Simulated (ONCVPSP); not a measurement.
# u(r) = r·R(r): atom against pseudo-atom (argon)

Columns: radius, all-electron u(r) and pseudo u(r) of the 3s shell (level -23.97 eV) of argon in the configuration [Ne] 3s2 3p6; PBEsol, non-relativistic, ONCV scheme, ONCVPSP 4.0.1.

```tsv
r (bohr)	all-electron	pseudo
0.070	0.2001	0.0240
0.140	-0.1240	0.0509
0.210	-0.3783	0.0837
0.280	-0.4622	0.1250
0.350	-0.4070	0.1766
0.420	-0.2645	0.2389
0.490	-0.0802	0.3107
0.560	0.1145	0.3899
0.630	0.2997	0.4741
0.700	0.4641	0.5611
0.770	0.6029	0.6479
0.840	0.7145	0.7304
0.910	0.7998	0.8032
0.980	0.8605	0.8607
1.050	0.8996	0.8996
1.120	0.9201	0.9201
1.190	0.9252	0.9252
1.260	0.9176	0.9176
1.330	0.9001	0.9001
1.400	0.8749	0.8749
1.470	0.8440	0.8440
1.540	0.8089	0.8089
1.610	0.7711	0.7711
1.680	0.7317	0.7317
1.750	0.6916	0.6916
1.820	0.6513	0.6513
```

Q: How many radial nodes do the two functions have?

A: The all-electron 3s function has n − l − 1 = 2; the pseudo-wave has 0, since the states of the same l below it are removed with the core.

Q: At about which radius was the pseudo-wave matched?

A: 1.05 bohr, where the columns begin to agree (steps of 0.07 bohr).

Q: Is the pseudo-wave norm-conserving?

A: Yes: the ONCV scheme keeps the norm inside the radius equal to the all-electron one, which fixes the energy derivative of the logarithmic derivative at the level.
